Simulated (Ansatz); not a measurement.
Species: 3,3-dichlorosiletane, C₃H₆Cl₂Si, charge 0, multiplicity 1. 
Coordinates optimised at B3LYP-D3(BJ)/def2-TZVP (Ansatz, a quantum-chemistry and plane-wave program):
```
C
C 1 1.5411
H 2 1.0847 1 115.02
H 2 1.0911 3 109.41 1 -123.48
C 1 1.5411 2 101.60 3 148.52
H 5 1.0847 1 115.02 2 -148.52
H 5 1.0911 6 109.41 1 123.48
Cl 1 1.8084 2 114.35 3 -87.78
Cl 1 1.8129 2 109.00 3 33.55
Si 2 1.9024 3 124.19 4 -132.41
H 10 1.4763 2 116.26 3 -22.58
H 10 1.4802 11 110.08 2 -135.58
```

Total electronic energies in hartree. Valence correlation only, unless marked. No spin-orbit coupling. Non-relativistic. CBS(X,Y): correlation extrapolated as X^-3; Hartree-Fock from the larger set. The bracket is a focal-point correction in the basis named.

```
level                                                                             program  energy (Eh)
-------------------------------------------------------------------------  --------------  -----------
HF/STO-3G                                                                          Ansatz  -1310.48346
PBE-D3(BJ)/def2-TZVPD                                                      Ansatz + dftd3  -1327.21526
PBE0/STO-3G                                                                        Ansatz  -1312.53755
PBE0/def2-SVP                                                                      Ansatz  -1326.77266
PBE0-D3(BJ)/def2-TZVP                                                      Ansatz + dftd3  -1327.33098
PBE0-D4/def2-TZVPD                                                         Ansatz + dftd4  -1327.33217
r2SCANh/def2-TZVPD                                                                 Ansatz  -1327.71933
HSE06-D4/def2-TZVPD                                                        Ansatz + dftd4  -1327.30235
HSE06/def2-TZVPD                                                                   Ansatz  -1327.29100
RPA@PBE/cc-pV(Q+d)Z                                                                Ansatz  -1326.88317
MP2/STO-3G                                                                         Ansatz  -1310.69957
SCS-MP2/STO-3G                                                                     Ansatz  -1310.71808
SCS-MP2/6-31G*                                                                     Ansatz  -1325.67131
SCS-MP2/cc-pVTZ                                                                    Ansatz  -1326.09776
SCS-MP2/cc-pwCVTZ                                                                  Ansatz  -1326.12138
SCS-MP2/cc-pV(Q+d)Z                                                                Ansatz  -1326.20898
CCSD/cc-pVTZ                                                                       Ansatz  -1326.16617
CCSD/CBS(cc-pV(T+d)Z,cc-pV(Q+d)Z)                                                  Ansatz   -1326.3107
CCSD(T)/cc-pV(T+d)Z                                                                Ansatz  -1326.22355
CCSD(T) with core electrons (1s frozen past Ne)/cc-pwCVTZ                          Ansatz  -1327.18999
RI-MP2/CBS(cc-pV(T+d)Z,cc-pV(Q+d)Z)+[CCSD(T)-MP2]/cc-pV(D+d)Z                      Ansatz   -1326.3610
RI-MP2/CBS(aug-cc-pV(T+d)Z,aug-cc-pV(Q+d)Z)+[CCSD(T)-MP2]/aug-cc-pV(T+d)Z          Ansatz   -1326.3814
CCSD(T)/CBS(cc-pV(T+d)Z,cc-pV(Q+d)Z)                                               Ansatz   -1326.3716
```

Totals of different functionals don't rank their quality; only differences between species are comparable.
